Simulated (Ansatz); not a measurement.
`CC#C[S][GeH3]`, charge 0, multiplicity 1.

Task: Give a relaxed structure at PBE0-D4/def2-TZVP (the Gaussian-basis code of Ansatz). (An estimate is asked.)

Result: The calculation gave: 
Cartesian coordinates in Å:
```
C 0.648 1.892 -1.597
C 0.225 0.582 -1.146
C -0.128 -0.510 -0.773
S -0.622 -2.049 -0.314
Ge -0.603 -1.707 1.898
H -0.107 2.352 -2.240
H 0.812 2.557 -0.746
H 1.584 1.834 -2.160
H 0.821 -1.329 2.327
H -1.591 -0.582 2.232
H -1.040 -3.041 2.519
```
Point group Cs.
This is one stationary point; other conformers may exist.
